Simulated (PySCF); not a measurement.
An unknown is described by computed data only.

Formula: C4H4ClFO.

| Property | Result |
| --- | --- |
| Polarisability | 63.5 au [PBE0/def2-SVPD] |
| NMR, other nuclei | isotropic shieldings of nuclei other than C and H, by class: 230 (1 O), 298 (1 F), 779 (1 Cl) ppm [GIAO PBE0/pcSseg-1] |
| Rotational structure | rotational constants A, B, C: 3.781, 1.792, 1.336 GHz [GFN2-xTB] |
| 1H NMR | chemical shifts (computed TMS as zero) by class: 6.27 (1 H), 6.26 (1 H), 5.20 (1 H), 4.97 (1 H) ppm [GIAO PBE0/pcSseg-1] |
| Triplet | lowest triplet excitation (Tamm–Dancoff): 4.08 eV [TDA PBE0/def2-SVPD] |
| 13C NMR | chemical shifts (computed TMS as zero) by class: 142.8 (1 C), 136.1 (1 C), 120.6 (1 C), 79.1 (1 C) ppm [GIAO PBE0/pcSseg-1] |
| Dipole | 2.76 D [PBE0/def2-SVPD] |
| UV, first state | lowest singlet excitation: 6.49 eV (191 nm, f = 0.267) [TDDFT PBE0/def2-SVPD] |

The electronic properties come from PySCF, for the isolated species, density fitting. Levels stand in brackets. One conformer (not necessarily the lowest) at the GFN2-xTB geometry, without solvent, vibrations or thermal averaging. Each NMR value is the plain mean over a class of atoms that symmetry, rotation or inversion makes alike.

Question: Give a SMILES that accounts for the data.

Answer: Numbering: `[F:1][C@H:2]1[O:3][CH2:4][CH:5]=[C:6]1[Cl:7]`. Its formula, C4H4ClFO, gives 2 degrees of unsaturation: 1 ring and 1 π bond in the structure found. 4 carbons fall into 4 classes; from least to most shielded: vinylic C–Cl carbon [C6] (142.8 ppm), alkene CH carbon [C5] (136.1 ppm), sp3 C–F carbon [C2] (120.6 ppm), ring sp3 carbon bound to oxygen [C4] (79.1 ppm). Hydrogen classes from least to most shielded: 1 H on an sp3 C–F carbon, C2 (6.27 ppm), 1 H on an alkene CH carbon, C5 (6.26 ppm), 1 H on an sp3 carbon bound to oxygen, C4 (5.20 ppm), 1 H on an sp3 carbon bound to oxygen, C4 (4.97 ppm). The other shieldings belong to: 230 ppm, cyclic ether oxygen [O3]; 298 ppm, alkyl fluorine [F1]; 779 ppm, vinyl chlorine [Cl7]. S1 is mainly HOMO→LUMO (weight 0.89); the largest Löwdin shares of the orbital it empties are 0.28 on the vinyl chlorine, 0.26 on the alkene CH carbon, 0.25 on the vinylic C–Cl carbon and 0.07 on the sp3 carbon bound to oxygen, of the orbital it fills 0.33 on the alkene CH carbon, 0.31 on the vinylic C–Cl carbon, 0.10 on the vinyl chlorine and 0.06 on the vinylic hydrogen. The optimised geometry has point group C1 and is an asymmetric top. Structure: `F[C@H]1OCC=C1Cl`. Computed isomers that give other values at the same levels: `C/C=C(\Cl)C(=O)F` (13C chemical shifts (computed TMS as zero) by class: 159.5 (1 C), 156.1 (1 C), 132.3 (1 C), 19.9 (1 C) ppm); `C=C(Cl)O/C=C\F` (rotational constant A: 4.893 GHz; this holds for the one conformer computed); `C/C=C(\F)C(=O)Cl` (13C chemical shifts (computed TMS as zero) by class: 172.4 (1 C), 158.0 (1 C), 132.9 (1 C), 14.8 (1 C) ppm). The assignments are read from this structure; whether some other isomer fits the data as well wasn't checked. The mirror image fits equally.
